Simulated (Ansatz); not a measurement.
`C=CC[O][AlH2]`, charge 0, multiplicity 1.

Q: Give a relaxed structure at PBE0-D4/def2-TZVP (Ansatz 0.2.0). (An estimate is asked.)

A: Computed: 
Z-matrix (Å, degrees):
```
C
C 1 1.493
O 1 1.404 2 110.8
H 1 1.098 2 109.5 3 -119.0
H 1 1.099 2 109.4 3 123.8
C 2 1.325 1 124.2 3 -126.2
H 2 1.088 1 115.4 3 53.5
Al 3 1.690 1 132.0 2 102.6
H 6 1.084 2 121.8 1 -179.3
H 6 1.086 2 121.3 1 0.4
H 8 1.585 3 118.7 1 6.5
H 8 1.577 3 116.2 1 -174.8
```
This is one stationary point; other conformers may exist.
